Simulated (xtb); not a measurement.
C₆H₆O, charge -1, doublet, from a rough starting geometry (a state made from the parent by changing its charge; the spin is typed, not shown lowest); GFN2-xTB run with xtb.

Input for xtb:
```
$ xtb mol.xyz --gfn 2 --chrg -1 --uhf 1 --opt vtight --json

# file mol.xyz
13

O      2.46285590    -0.37770674    -0.36254509
C      1.11581329    -0.25701749    -0.13053341
C      0.23964062    -1.17874915    -0.54808825
C     -1.13554217    -1.04189876    -0.39871020
C     -1.67172817     0.10545031     0.13283917
C     -0.81041964     1.14729327     0.55747420
C      0.60272801     0.97345022     0.37795080
H      2.87731808     0.40010262    -0.02613430
H      0.64475380    -2.05740734    -1.01248633
H     -1.78045559    -1.86048294    -0.66152764
H     -2.69201030     0.24174320     0.26707084
H     -1.18115214     2.07014213     1.00278635
H      1.24558602     1.75648252     0.73004082
```

Output, abridged:

```
   ID    Z sym.   atoms
    1    8 O      1
    2    6 C      2-7
    3    1 H      8-13

           -------------------------------------------------
          |                Calculation Setup                |
           -------------------------------------------------

           -------------------------------------------------
          |                 G F N 2 - x T B                 |
           -------------------------------------------------

          ...................................................
          :                      SETUP                      :
          :.................................................:
          :  # basis functions                  34          :
          :  # atomic orbitals                  34          :
          :  # shells                           20          :
          :  # electrons                        37          :
          :  max. iterations                   250          :
          :  Hamiltonian                  GFN2-xTB          :
          :  restarted?                      false          :
          :  GBSA solvation                  false          :
          :  PC potential                    false          :
          :  electronic temp.          300.0000000     K    :
          :  accuracy                    1.0000000          :
          :  -> integral cutoff          0.2500000E+02      :
          :  -> integral neglect         0.1000000E-07      :
          :  -> SCF convergence          0.1000000E-05 Eh   :
          :  -> wf. convergence          0.1000000E-03 e    :
          :  Broyden damping             0.4000000          :
          :  net charge                         -1          :
          :  unpaired electrons                  1          :
          ...................................................

 iter      E             dE          RMSdq      gap      omega  full diag
   1    -20.3507052 -0.203507E+02  0.361E+00    0.68       0.0  T
   2    -20.3380226  0.126825E-01  0.311E+00    0.12       1.0  T
   3    -20.3636823 -0.256596E-01  0.200E+00    0.51       1.0  T
   4    -20.3721462 -0.846393E-02  0.108E+00    0.38       1.0  T
   5    -20.3781024 -0.595621E-02  0.645E-01    0.22       1.0  T
   6    -20.3799862 -0.188377E-02  0.294E-01    0.21       1.0  T
   7    -20.3802889 -0.302748E-03  0.139E-01    0.18       1.0  T
   8    -20.3803169 -0.279879E-04  0.641E-02    0.17       1.0  T
   9    -20.3803449 -0.279772E-04  0.192E-02    0.17       1.4  T
[...]
         :: total energy             -20.054688619889 Eh    ::
 * total energy  :   -20.0546886 Eh     change       -0.9978187E-09 Eh
 * total energy  :   -20.0649446 Eh     change       -0.1025596E-01 Eh
 * total energy  :   -20.0670428 Eh     change       -0.2098216E-02 Eh
 * total energy  :   -20.0672409 Eh     change       -0.1981018E-03 Eh
 * total energy  :   -20.0673356 Eh     change       -0.9467214E-04 Eh
 * total energy  :   -20.0673482 Eh     change       -0.1267395E-04 Eh
 * total energy  :   -20.0673539 Eh     change       -0.5648231E-05 Eh
 * total energy  :   -20.0673545 Eh     change       -0.6491474E-06 Eh
 * total energy  :   -20.0673546 Eh     change       -0.8263016E-07 Eh
   *** GEOMETRY OPTIMIZATION CONVERGED AFTER 9 ITERATIONS ***
         :: total energy             -20.067354619866 Eh    ::
[...]

 Mol. C6AA /au·bohr⁶  :       2401.900935
 Mol. C8AA /au·bohr⁸  :      56423.714509
 Mol. α(0) /au        :         78.239933

Wiberg/Mayer (AO) data.
largest (>0.10) Wiberg bond orders for each atom

 ---------------------------------------------------------------------------
     #   Z sym  total        # sym  WBO       # sym  WBO       # sym  WBO
 ---------------------------------------------------------------------------
     1   8 O    1.999 --     2 C    0.963     8 H    0.916
     2   6 C    3.898 --     3 C    1.431     7 C    1.401     1 O    0.963
     3   6 C    3.872 --     2 C    1.431     4 C    1.199     9 H    0.972
                             7 C    0.127
     4   6 C    3.868 --     5 C    1.448     3 C    1.199    10 H    0.971
                             6 C    0.142
     5   6 C    3.981 --     6 C    1.461     4 C    1.448    11 H    0.966
     6   6 C    3.875 --     5 C    1.461     7 C    1.199    12 H    0.971
                             4 C    0.142
     7   6 C    3.839 --     2 C    1.401     6 C    1.199    13 H    0.963
                             3 C    0.127
     8   1 H    0.936 --     1 O    0.916
     9   1 H    0.998 --     3 C    0.972
    10   1 H    0.995 --     4 C    0.971
    11   1 H    0.996 --     5 C    0.966
    12   1 H    0.995 --     6 C    0.971
    13   1 H    0.994 --     7 C    0.963
 ---------------------------------------------------------------------------

Topologies differ in total number of bonds
Writing topology from bond orders to xtbtopo.mol

molecular dipole:
                 x           y           z       tot (Debye)
 q only:        0.194       0.385       0.166
   full:        0.246       0.591       0.255       1.752
molecular quadrupole (traceless):
                xx          xy          yy          xz          yz          zz
 q only:       -4.008       2.907      -1.313       2.068      -4.057       5.321
  q+dip:       -2.662       4.703       0.267       2.514      -1.697       2.394
   full:       -2.627       4.623      -0.474       2.548      -2.506       3.101

optimized geometry written to: xtbopt.xyz

           -------------------------------------------------
          | TOTAL ENERGY              -20.067354619866 Eh   |
          | GRADIENT NORM               0.000073215211 Eh/α |
          | HOMO-LUMO GAP               0.539249264537 eV   |
           -------------------------------------------------

normal termination of xtb
```
